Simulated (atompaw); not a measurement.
# Pseudopotential generation for Fe: PAW (atompaw), LDA (PW92), scalar-relativistic.

atompaw 4.2.0.5 input, output lines left out:

```
Fe 26
LDA-PW scalarrelativistic loggrid 1500 logderivrange -3 5 201
4 4 3 0 0 0
4 0 1.5
4 1 0
3 2 6
0 0 0
c
c
c
v
c
c
v
v
2
2.25 1.80 2.10 1.25
y
0.2
n
y
0.7
n
y
0.65
n
custom polynom vanderbiltortho besselshape
3 0.5 troulliermartins
2.25
2.25
2.25
2.25
1.35
2.25
```

All-electron outer shells of the reference configuration (LDA (PW92), scalar-relativistic, ld1.x):

```json
{"shell": "3p", "level (eV)": "-64.04", "outermost node (bohr)": "0.30", "outermost maximum (bohr)": "0.72"}
{"shell": "3d", "level (eV)": "-11.83", "outermost node (bohr)": "–", "outermost maximum (bohr)": "0.71"}
{"shell": "4s", "level (eV)": "-8.93", "outermost node (bohr)": "1.00", "outermost maximum (bohr)": "2.32"}
{"shell": "4p", "level (eV)": "-4.33", "outermost node (bohr)": "1.10", "outermost maximum (bohr)": "3.02"}
```

(1) Estimate the cutoffs (Ry, on a coarse ladder) from which the occupation-weighted sum of valence levels, in a spherical-Bessel basis at the reference potential, stays within 10 and 1 mRy of its value at 400 Ry.

(2) What does a ghost test show?

(3) Is the overlap operator S = 1 + Σ q|β⟩⟨β| positive definite (Bessel basis up to 400 Ry)?

(4) Which valence shell sets the plane-wave cutoff?

Results:

(1) 80 Ry and 110 Ry.

(2) Ghost states, extra bound levels that the all-electron valence spectrum of the same l lacks: s at -131.6 eV, p at -40.7 eV. A true bound ghost makes a file unfit for plane-wave use.

(3) Yes: its lowest eigenvalue is 0.16 (s channel).

(4) 3d: its level needs 90 Ry to come within 1 mRy, against 10 Ry for 4s.
